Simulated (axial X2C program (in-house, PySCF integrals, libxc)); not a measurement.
**Nuclear properties of InF**

Computed with an axial X2C code built on PySCF integrals: two-component X2C with atomic mean-field Coulomb and Gaunt terms, Gaussian nuclei, basis In dyall-cv3z, F dyall-av3z with contracted cores.

R = 1.996 Å (near the PBE0 minimum at charge 0 of the determinant lowest at the starting distance; the state shown can have its own minimum elsewhere).

Determinant lowest in the PBE0 search, Ω = 0 (closed shell), highest spinor 53% In s, 25% F p, 16% In p:

| level | qzz In (a.u.) | qzz F (a.u.) | μ (D) |
| --- | --- | --- | --- |
| PBE0 | -4.17 | 0.54 | -3.25 |
| HF | -4.40 | 0.53 | -3.28 |
| B3LYP | -4.09 | 0.49 | -3.33 |
| r2SCAN | -4.14 | 0.48 | -3.08 |
| BHandHLYP | -4.21 | 0.52 | -3.43 |

qzz is the electric field gradient, eQq0 = 234.96 MHz × Q/barn × qzz; μ is positive if the F end (last atom) is positive. The operators were transformed with the bare-nucleus X2C matrices; with these basis sets, hyperfine constants and field gradients can be off by tens of per cent, and where levels differ in sign neither size nor sign is settled.

Problem. With Q(115In) = 0.772 barn (Q from Pyykkö, Mol. Phys. 2018), turn the PBE0 values of the first state into constants in MHz.

Solution. eQq0(115In) = 234.96 × (0.772) × (-4.17) = -756 MHz.

Each state is one determinant with collinear spin. The search compared states at one distance, so a state with another bond length can lie lower.
